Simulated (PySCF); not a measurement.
Radial density of Cu⁻ (copper, charge -1)

UHF, [Ar] 3d10 4s2, closed-shell 1S. Computed with PySCF 2.14 in def2-QZVPPD (11s6p5d4f2g, 100 functions), with the non-relativistic Hamiltonian (point nucleus).

```json
{"r (bohr)": "0.000959", "4πr²ρ (e/bohr)": "0.1816"}
{"r (bohr)": "0.00161", "4πr²ρ (e/bohr)": "0.4946"}
{"r (bohr)": "0.00271", "4πr²ρ (e/bohr)": "1.313"}
{"r (bohr)": "0.00456", "4πr²ρ (e/bohr)": "3.337"}
{"r (bohr)": "0.00767", "4πr²ρ (e/bohr)": "7.886"}
{"r (bohr)": "0.0129", "4πr²ρ (e/bohr)": "16.50"}
{"r (bohr)": "0.0217", "4πr²ρ (e/bohr)": "28.19"}
{"r (bohr)": "0.0365", "4πr²ρ (e/bohr)": "35.01"}
{"r (bohr)": "0.0614", "4πr²ρ (e/bohr)": "29.88"}
{"r (bohr)": "0.103", "4πr²ρ (e/bohr)": "30.57"}
{"r (bohr)": "0.174", "4πr²ρ (e/bohr)": "39.90"}
{"r (bohr)": "0.292", "4πr²ρ (e/bohr)": "22.57"}
{"r (bohr)": "0.492", "4πr²ρ (e/bohr)": "20.60"}
{"r (bohr)": "0.827", "4πr²ρ (e/bohr)": "17.93"}
{"r (bohr)": "1.39", "4πr²ρ (e/bohr)": "4.804"}
{"r (bohr)": "2.34", "4πr²ρ (e/bohr)": "1.067"}
{"r (bohr)": "3.93", "4πr²ρ (e/bohr)": "0.4402"}
{"r (bohr)": "6.62", "4πr²ρ (e/bohr)": "0.1641"}
{"r (bohr)": "11.1", "4πr²ρ (e/bohr)": "0.003387"}
```

The outer electron is barely bound at this level, so radii and moments hang on the diffuse functions.
